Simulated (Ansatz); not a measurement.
Two isomers of C2H5NSi: A = `N#CC[SiH3]`, B = `C=C1N[SiH2]1`.

Calculated with Ansatz (gas phase, PBE0-D4/def2-TZVP geometries, no zero-point term in ΔE). CBS: MP2 limit from def2 TZ/QZ plus the TZ coupled-cluster correction, frozen cores. Functionals use def2-TZVPP. B3LYP here is the variant with VWN-RPA as its local correlation; programs differ in this.

Question: Which is lower in electronic energy at CCSD(T)/CBS, and by how much? (An estimate is asked.)

Answer: Computed: A, by 126.4 kJ/mol.

Question: Give E(B) − E(A) in kJ/mol with ωB97M-V, PBE0-D4, B3LYP, B2PLYP, CCSD(T)/def2-TZVPP, B3LYP-D4, r2SCAN-D4. (Estimate.)

Answer: The calculation gave: ωB97M-V 120.1, PBE0-D4 102.8, B3LYP 121.0, B2PLYP 131.0, CCSD(T)/def2-TZVPP 137.8, B3LYP-D4 119.3, r2SCAN-D4 105.2. None reverses the order clearly.

Question: Does the order hold for the free energy at 298.15 K (harmonic terms from PBE0-D4)? (Best estimate.)

Answer: Computed: Yes: G(B) − G(A) = +136.0 kJ/mol.

Largest T1 diagnostic: 0.014.

Leaving LDA and LC-ωPBE aside and taking each functional with its dispersion term where it has one, the values, not all of them listed here, spread over 33.5 kJ/mol, from PBE-D4 to B2PLYP. LDA lies −33.1 kJ/mol from PBE without D4. In def2-TZVPP, CCSD(T) changes the Hartree–Fock value by −27.7 kJ/mol (the triples alone add −4.2 kJ/mol) and MP2 by −27.6 kJ/mol.
